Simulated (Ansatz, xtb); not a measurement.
**Relative energy of two isomers of C4H5F3O**

Structure a: `F[C@@H]1C[C@@H](F)[C@@H](F)O1`, a singlet. Structure b: `O=CCCC(F)(F)F`, a singlet. Both are isolated molecules in the gas phase, relaxed with r2SCAN-D4/def2-SVP; the shapes shown needn't be the lowest conformers.

a (Å):

```xyz
13

C     0.3300    1.7878   -0.0842
C    -0.0890    0.6821   -1.0331
C    -0.7391   -0.2813   -0.0511
C     0.2307   -0.1719    1.1287
F    -0.7390    2.6352    0.1231
F    -0.8353   -1.5631   -0.5169
F     1.3094   -0.9851    0.8753
O     0.6375    1.1592    1.1373
H     1.1847    2.4096   -0.3930
H    -0.7490    1.0464   -1.8307
H     0.7941    0.1894   -1.4691
H    -1.7403    0.0715    0.2529
H    -0.1672   -0.4423    2.1192
```

b (Å):

```xyz
13

C    -1.5959    0.4180   -1.2389
C    -0.4878    1.4115   -1.5062
C    -0.3193    2.4503   -0.4058
C     0.5675    1.9560    0.7080
F     0.1367    0.7892    1.2183
F     0.6340    2.8423    1.7131
F     1.8292    1.7480    0.2720
O    -2.4218    0.5378   -0.3700
H    -1.6244   -0.4501   -1.9523
H     0.4514    0.8669   -1.7098
H    -0.7443    1.8958   -2.4676
H     0.1352    3.3769   -0.7860
H    -1.2990    2.6953    0.0326
```

Quicker runs give these differences E(b) − E(a): GFN2-xTB +14.9 kcal/mol; HF/STO-3G +19.2 kcal/mol (at GFN2-xTB geometries); r2SCAN-D4/def2-SVP//GFN2-xTB −10.1 kcal/mol.

Question: Estimate E(b) − E(a) at the level CCSD(T)/def2-SVP + ΔMP2/def2-TZVPP.

Answer: Calculated at CCSD(T)/def2-SVP + ΔMP2/def2-TZVPP: E(b) − E(a) = −7.2 kcal/mol, so structure b lies lower.

The same difference at several levels:

```json
{"level": "GFN2-xTB", "geometry": "GFN2-xTB", "E(b) − E(a) (kcal/mol)": "+14.9", "departure from the last row (kcal/mol)": "+22.1", "job, with rough time for the two": "optimisation, 0.2 s"}
{"level": "HF/STO-3G", "geometry": "GFN2-xTB", "E(b) − E(a) (kcal/mol)": "+19.2", "departure from the last row (kcal/mol)": "+26.4", "job, with rough time for the two": "single point, 0.32 s"}
{"level": "r2SCAN-D4/def2-SVP//GFN2-xTB", "geometry": "GFN2-xTB", "E(b) − E(a) (kcal/mol)": "−10.1", "departure from the last row (kcal/mol)": "−2.9", "job, with rough time for the two": "single point, 3.2 s"}
{"level": "r2SCAN-D4/def2-SVP", "geometry": "r2SCAN-D4/def2-SVP", "E(b) − E(a) (kcal/mol)": "−10.2", "departure from the last row (kcal/mol)": "−3.0", "job, with rough time for the two": "optimisation, 35 s"}
{"level": "HF/def2-SVP", "geometry": "r2SCAN-D4/def2-SVP", "E(b) − E(a) (kcal/mol)": "−11.5", "departure from the last row (kcal/mol)": "−4.3", "job, with rough time for the two": "part of the CCSD(T) run"}
{"level": "MP2/def2-SVP", "geometry": "r2SCAN-D4/def2-SVP", "E(b) − E(a) (kcal/mol)": "−14.4", "departure from the last row (kcal/mol)": "−7.2", "job, with rough time for the two": "part of the CCSD(T) run"}
{"level": "CCSD(T)/def2-SVP", "geometry": "r2SCAN-D4/def2-SVP", "E(b) − E(a) (kcal/mol)": "−13.5", "departure from the last row (kcal/mol)": "−6.3", "job, with rough time for the two": "single point"}
{"level": "CCSD(T)/def2-SVP + ΔMP2/def2-TZVPP", "geometry": "r2SCAN-D4/def2-SVP", "E(b) − E(a) (kcal/mol)": "−7.2", "departure from the last row (kcal/mol)": "", "job, with rough time for the two": "single point, 73 s"}
```

As drawn, b has 1 C=O in place of 2 C–O. Structure a has a 5-membered ring, b no ring.

GFN2-xTB, HF/STO-3G put the two in the other order. The largest departure from CCSD(T)/def2-SVP + ΔMP2/def2-TZVPP is that of HF/STO-3G, 26.4 kcal/mol. The last row adds to CCSD(T) the change of the MP2 difference between the two basis sets, here +6.3 kcal/mol, a large step that makes the value less sure.

With thermal terms from frequencies at re-optimised GFN2-xTB minima (ideal gas, soft modes damped towards free rotors, one conformer each, 298.15 K, 1 atm): the zero-point term adds −1.9 kcal/mol; ΔH is −8.3 and ΔG −10.1 kcal/mol.

The correlated steps freeze 8 core orbitals. Mirror images aren't counted in ΔG. Run with Ansatz 0.2.0, xtb 6.7.1; the last row on 4 threads of Arm Neoverse V2 on a shared host.
